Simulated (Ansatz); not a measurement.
Cost and result for the atomization energy of CH$_{4}$FIn (`F[CH2][InH2]`) (7 atoms, 6 bonds).

The species carries charge 0 and has multiplicity 1. Correlated methods include outer-core shells of In, which these sets cover unevenly. In: def2 effective core potential. The structure was optimised at the PBE0-D4/def2-TZVP level. Program: Ansatz. All runs use 2 threads of an Intel Xeon on a shared host. Times are those of one run each, without the atoms' runs, and a repeat can differ threefold. Electronic energies, without spin–orbit coupling; frozen cores. CCSD(T)/CBS adds CCSD(T) − MP2 in def2-TZVPP to the MP2 limit, and its time is that of the two runs behind it. T1 = 0.013. With those shells the extrapolation isn't a true limit. HSE06 is the plane-wave form, built on full-range PBE exchange.

CCSD(T)/CBS is a level of theory with its own doubt, some kJ/mol a heavy atom from the limit and from the frozen cores, so smaller differences don't rank the functionals.

```tsv
level	functions	wall time
LDA (SPW92)/def2-TZVPP	168	1.5 s
revPBE-D4/def2-TZVPP	168	2.2 s
PBE-D4/def2-TZVPP (with forces)	168	2.8 s
BHLYP-D4/def2-TZVPP	168	3.2 s
HSE06-D4/def2-TZVPP	168	3.5 s
CCSD(T)/def2-SVP	74	4 s
r2SCAN-D4/def2-TZVPP (with forces)	168	4.2 s
B2PLYP/def2-TZVPP	168	6 s
PBE-QIDH/def2-TZVPP	168	6.5 s
ωB97M-V/def2-TZVPP (with forces)	168	11 s
MP2/def2-QZVPP	316	18 s
CCSD(T)/def2-TZVPP	168	59 s
CCSD(T)/CBS(def2)	–	76 s
```

Problem. What atomization energy does each give, and how far from CCSD(T)/CBS? (Best estimate.)

Solution. The calculation gave: 
```json
{"level": "LDA (SPW92)/def2-TZVPP", "atomization (kcal/mol)": "549.4", "difference from CCSD(T)/CBS": "73.7", "per bond": "12.3"}
{"level": "revPBE-D4/def2-TZVPP", "atomization (kcal/mol)": "467.0", "difference from CCSD(T)/CBS": "-8.7", "per bond": "-1.5"}
{"level": "PBE-D4/def2-TZVPP (with forces)", "atomization (kcal/mol)": "480.2", "difference from CCSD(T)/CBS": "4.5", "per bond": "0.7"}
{"level": "BHLYP-D4/def2-TZVPP", "atomization (kcal/mol)": "457.6", "difference from CCSD(T)/CBS": "-18.1", "per bond": "-3.0"}
{"level": "HSE06-D4/def2-TZVPP", "atomization (kcal/mol)": "471.8", "difference from CCSD(T)/CBS": "-3.9", "per bond": "-0.7"}
{"level": "CCSD(T)/def2-SVP", "atomization (kcal/mol)": "446.3", "difference from CCSD(T)/CBS": "-29.4", "per bond": "-4.9"}
{"level": "r2SCAN-D4/def2-TZVPP (with forces)", "atomization (kcal/mol)": "474.8", "difference from CCSD(T)/CBS": "-0.9", "per bond": "-0.2"}
{"level": "B2PLYP/def2-TZVPP", "atomization (kcal/mol)": "466.4", "difference from CCSD(T)/CBS": "-9.3", "per bond": "-1.6"}
{"level": "PBE-QIDH/def2-TZVPP", "atomization (kcal/mol)": "468.6", "difference from CCSD(T)/CBS": "-7.1", "per bond": "-1.2"}
{"level": "ωB97M-V/def2-TZVPP (with forces)", "atomization (kcal/mol)": "476.7", "difference from CCSD(T)/CBS": "1.0", "per bond": "0.2"}
{"level": "MP2/def2-QZVPP", "atomization (kcal/mol)": "472.1", "difference from CCSD(T)/CBS": "-3.6", "per bond": "-0.6"}
{"level": "CCSD(T)/def2-TZVPP", "atomization (kcal/mol)": "464.7", "difference from CCSD(T)/CBS": "-11.0", "per bond": "-1.8"}
{"level": "CCSD(T)/CBS(def2)", "atomization (kcal/mol)": "475.7", "difference from CCSD(T)/CBS": "0.0", "per bond": "0.0"}
```

From BLYP to BHLYP (50 % exact exchange), in def2-TZVPP and without D4, the atomization energy moves by −10.5 kcal/mol: exact exchange takes away binding that semilocal exchange gives to molecules. Leaving LDA and LC-ωPBE aside and taking each functional with its dispersion term where it has one, the values spread over 22.6 kcal/mol, from BHLYP-D4 to PBE-D4. LDA lies +71.4 kcal/mol from PBE without D4, its usual overbinding. The D4 term adds +3.6 kcal/mol with B3LYP and +1.9 kcal/mol with PBE0; it sums over pairs of atoms, weighted by their polarisabilities, and B3LYP, whose exchange is more repulsive, gets the larger term.

B3LYP here is the variant with VWN-RPA as its local correlation; programs differ in this.

Spin–orbit coupling would lower the free In atoms strongly, and the atomization energy with them, by more than many differences here.
